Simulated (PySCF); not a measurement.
# EPR parameters of [C5H4O3]+

C₅H₄O₃ (charge +1 and doublet state).
Atom-mapped SMILES: `[O:1]=[C:2]([OH:3])[C:4]1=[CH:5][O:6][CH:7][CH+:8]1` (hydrogens: H9 on O3; H10 on C5; H11 on C7; H12 on C8)

Geometry (GFN2-xTB, Å), atoms numbered from 1 in this order:
```
atom  x, y, z in Å
O1     2.201   -0.643   -0.984
C2     1.626    0.004   -0.150
O3     2.167    0.788    0.741
C4     0.134   -0.026   -0.046
C5    -0.659    0.681    0.876
O6    -1.933    0.408    0.670
C7    -2.025   -0.446   -0.345
C8    -0.752   -0.758   -0.840
H9     3.142    0.823    0.689
H10   -0.383    1.362    1.666
H11   -3.004   -0.778   -0.652
H12   -0.512   -1.416   -1.653
```

The hyperfine couplings belong to this conformer and change with its torsions.

Method: UKS B3LYP, pcH-1 on C H O, non-relativistic, mean-field spin-orbit, GIAO in PySCF. Isolated species at its GFN2-xTB geometry (one conformer only). Couplings are sensitive to structure, and on GFN2-xTB geometries they can be far from those on DFT ones, by a factor of two or more for some ions and for spin on atoms past the first row. No stability test was run, so a lower SCF solution isn't excluded.

```
g1, g2, g3   : 2.00205, 2.00214, 2.00349
g_iso        : 2.00256
Form of g    : close to axial: the two nearest values differ by 6 % of g3 − g1
⟨S²⟩         : 0.7602 (exact 0.7500)
Total energy : -418.29091 Eh
```

Hyperfine couplings atom by atom, in G; T1 to T3 are the principal values of the dipolar part (MHz turned into gauss with g_iso; 10 G = 1 mT):

```csv
atom,isotope,a_iso,T1,T2,T3,Mulliken spin population
O1,17O,-0.2,-1.7,0.7,0.9,0.02
C2,13C,-1.7,-0.6,0.0,0.6,-0.01
O3,17O,0.0,-0.4,0.1,0.4,0.00
C4,13C,-2.3,-3.0,-2.2,5.2,0.05
C5,13C,16.9,-16.2,-15.5,31.7,0.50
O6,17O,2.1,-1.9,-1.7,3.6,-0.07
C7,13C,17.2,-16.4,-15.7,32.1,0.51
C8,13C,-3.3,-2.5,-1.7,4.2,0.05
H9,1H,-0.2,-0.4,-0.4,0.8,0.00
H10,1H,-14.5,-7.3,-1.2,8.5,-0.02
H11,1H,-14.6,-7.4,-1.2,8.6,-0.02
H12,1H,-2.5,-2.0,-1.2,3.2,0.00
```

The Mulliken spin populations are largest on C7 (+0.51), C5 (+0.50) and O6 (-0.07). The angles at C7 add up to 360.0°, so it is planar.

C7, the radical centre as drawn in `O=C(O)C1=CO[CH][CH+]1`, holds a spin population of +0.51 out of 1.

Axes: g2 is normal to the molecular plane and g3 points within 13° of the C4–C5 bond.

Under fast tumbling the dipolar parts average out, and these isotropic splittings remain: 1 × 1H (H11, I = 1/2, 2 lines) with 1.46 mT, 1 × 1H (H10, I = 1/2, 2 lines) with 1.45 mT and 1 × 1H (H12, I = 1/2, 2 lines) with 0.25 mT.

The 17O coupling of O6 (6.0 MHz) shows only in satellite lines or after enrichment, since that isotope makes up about 0.038 % of natural oxygen.

The 13C coupling of C7 (48.3 MHz) shows only in satellite lines or after enrichment, since that isotope makes up about 1.07 % of natural carbon.

Time: 54 s wall. Hardware: one thread, Arm Neoverse V1, shared host.
